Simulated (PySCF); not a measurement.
Computed IR spectrum (relative IR intensity) of a molecule C3H9NSi2. The structure is a stationary point at PBE-D3(BJ)/def2-SVP. One conformer was computed; it need not be the lowest. Calculation: PBE-D3(BJ)/def2-SVP in PySCF. Frequencies are harmonic and unscaled.

Lines under 2 % of the strongest are left out, and lines within 2 cm⁻¹ are merged.

ν (cm⁻¹): 342 (w), 471 (w), 733 (vs), 785 (m), 833 (s), 890 (w), 900 (w), 907 (w), 911 (m), 1110 (vw), 1376 (vw), 1387 (w), 2144 (m), 2152 (m), 2157 (m), 2169 (vs), 2295 (vw), 2970 (vw), 2989 (vw) (against the strongest line: vs over 80 %, s over 45 %, m over 15 %, w over 4 %, vw less)

### Question
Which molecule gave these data?
(A) NCC#C[SiH2][SiH3]
(B) N[Si@H]1CC=C[SiH2]1
(C) N#CCC[SiH2][SiH3]
(D) N[SiH2]CC#C[SiH3]

### Answer
C, N#CCC[SiH2][SiH3]
